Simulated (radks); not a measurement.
Species: Fe. Configuration: [Ar] 3d6 4s2 (the NIST ground configuration).

Calculated with a radial shooting solver on a logarithmic mesh with Libxc functionals: non-relativistic Kohn-Sham, PBE, spin-polarised, spherical densities, point nucleus; open shells are filled with parallel spins first; hard spherical wall at 5 bohr.

Energy parts (eV):
part                      energy
total                 -34376.840
kinetic                34366.737
electron-nucleus      -81881.522
Hartree                14644.435
exchange-correlation   -1506.490

Orbitals (lengths in bohr, moments of r in powers of bohr; r(max) is where P^2 peaks):
\begin{tabular}{lrrrr}
orbital & occ. & eigenvalue (eV) & <1/r> & r(max) \\ \hline
1s down & 1 & -6929.981 & 25.52 & 0.03896 \\
1s up & 1 & -6929.974 & 25.52 & 0.03896 \\
2s up & 1 & -804.0535 & 5.460 & 0.2253 \\
2s down & 1 & -802.1504 & 5.469 & 0.2251 \\
2p up & 3 & -693.3072 & 5.412 & 0.1811 \\
2p down & 3 & -691.8883 & 5.420 & 0.1809 \\
3s up & 1 & -91.0183 & 1.724 & 0.7079 \\
3s down & 1 & -86.7818 & 1.716 & 0.7088 \\
3p up & 3 & -58.6974 & 1.598 & 0.7158 \\
3p down & 3 & -54.5401 & 1.588 & 0.7173 \\
3d up & 5 & -6.8065 & 1.225 & 0.7074 \\
3d down & 1 & -3.1589 & 1.169 & 0.7178 \\
4s up & 1 & -2.9244 & 0.5003 & 2.331 \\
4s down & 1 & -1.9980 & 0.4842 & 2.418 \\
4p up & 0 & 2.7934 & 0.4501 & 2.690 \\
4p down & 0 & 3.4827 & 0.4394 & 2.758 \\
4d up & 0 & 12.3896 & 0.4661 & 3.236 \\
4d down & 0 & 13.1388 & 0.4940 & 3.285 \\
5s up & 0 & 20.0053 & 0.4966 & 3.801 \\
5s down & 0 & 21.0281 & 0.4984 & 3.824 \\
\end{tabular}

The highest occupied level is 4s down at -1.998 eV. Summed over all electrons, <r^2> = 31.71 bohr^2, which gives a Langevin (diamagnetic) susceptibility term of -25.1 x 10^-6 cm^3/mol. The density falls to 0.001 e/bohr^3 at r = 4.09 bohr. The electron density at the nucleus is 1.192e+04 e/bohr^3. The spin density at the nucleus is -0.188 e/bohr^3 (1s -0.015, 2s -1.599, 3s 0.808, 4s 0.617), a Fermi contact field of -9.86 T.
